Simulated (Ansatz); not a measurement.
A nudged elastic band was laid between two geometries of C2H4AlF (8 atoms, charge 0, multiplicity 1).

All numbers below come from RKS B3LYP-D4/def2-SVP (Ansatz).

- movable images: 7
- climbing image: yes
- spring: 5.0 eV/Å²
- optimiser: quadratic models (default)
- start path: IDPP
- force threshold: 0.05 eV/Å
- iteration limit: 60
- end points: relaxed

Image 0:

```xyz
8
Properties=species:S:1:pos:R:3
C 0.621 1.255 -0.083
C -0.203 0.386 0.532
Al -0.439 -1.379 -0.220
F -1.443 -2.488 0.523
H 1.164 0.993 -1.001
H 0.803 2.272 0.289
H -0.706 0.733 1.444
H 0.294 -1.831 -1.540
```

Image 8:

```xyz
8
Properties=species:S:1:pos:R:3
C 0.637 1.247 -0.031
C -0.229 0.382 0.530
Al -0.500 -1.389 -0.203
F 0.401 -1.769 -1.560
H 1.222 0.986 -0.922
H 0.808 2.256 0.366
H -0.771 0.731 1.421
H -1.476 -2.499 0.344
```

What changes between the two ends?

No bond is made or broken. The dihedral C1–C2–Al3–F4 goes from 179 to 0°.

Give the energies along the band, and the barrier.

The forces met the threshold. The highest image is number 4 of 0 to 8, 0.149 eV above the first end and 0.140 eV above the last; the last end lies 0.009 eV above the first. A vibrational analysis at the climbing image gives one clearly imaginary mode, 107i cm⁻¹: a first-order saddle point.

| image | path coordinate (Å) | energy (eV) | dihedral C1–C2–Al3–F4 (°) |
| --- | --- | --- | --- |
| 0 | 0.00 | 0.000 | 179 |
| 1 | 0.61 | 0.023 | 155 |
| 2 | 1.21 | 0.076 | 132 |
| 3 | 1.82 | 0.128 | 110 |
| 4 | 2.42 | 0.149 | 89 |
| 5 | 3.00 | 0.129 | 67 |
| 6 | 3.58 | 0.081 | 45 |
| 7 | 4.16 | 0.031 | 23 |
| 8 | 4.74 | 0.009 | 0 |

What is the geometry of the highest image?


```xyz
8
Properties=species:S:1:pos:R:3
C 0.862 1.048 0.474
C -0.344 0.500 0.244
Al -0.596 -1.220 -0.629
F -0.607 -2.603 0.309
H 1.802 0.553 0.198
H 0.984 2.026 0.956
H -1.212 1.095 0.566
H -0.796 -1.456 -2.175
```

What are the harmonic wavenumbers there?

107i, 165, 210, 447, 502, 616, 704, 864, 987, 998, 1049, 1272, 1429, 1648, 1970, 3089, 3100, 3177 cm⁻¹.

The band took 7 iterations and of the order of 50 core-seconds.

Run time: 49 s on 1 thread of AMD EPYC 9R45 96-Core Processor (Zen 5), on a shared host, peak memory 0.18 GiB.
